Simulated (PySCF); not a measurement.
**From computed data to an observable: oscillator strength and radiative lifetime**

C4H7NSi, SMILES CC1=CN=C[SiH2]1.

Geometry optimised at B3LYP-D3(BJ)/def2-SVP. The structure was generated by enumeration, and PubChem lists no compound with its InChIKey, so it may never have been made.

TDA-PBE/def2-SVPD run with PySCF 2.14.0 puts the first singlet state with f over 0.02 at 4.22 eV (vertical), with the transition dipole (-0.168, -0.973, 0.000) in atomic units.

### Question
Find the oscillator strength, the wavelength and the radiative lifetime that this transition would have in vacuum if emission retraced absorption.

### Answer

|μ|² = 0.9750 au, so |μ| = 2.51 D. ΔE = 4.22/27.211 = 0.1551 hartree. f = (2/3) ΔE |μ|² = 0.101 (the program prints 0.101).
λ = 1239.84/4.22 = 294 nm; ν = 34037 cm⁻¹.
Einstein's coefficient A = 0.6670 ν² f s⁻¹ (ν in cm⁻¹) = 7.8e7 s⁻¹, so τ = 1/A = 13 ns. This state is S2; the lower singlet has f = 0.000. The figure is the radiative limit of this one transition; relaxation, internal conversion, crossing to triplets and a medium change what is measured.
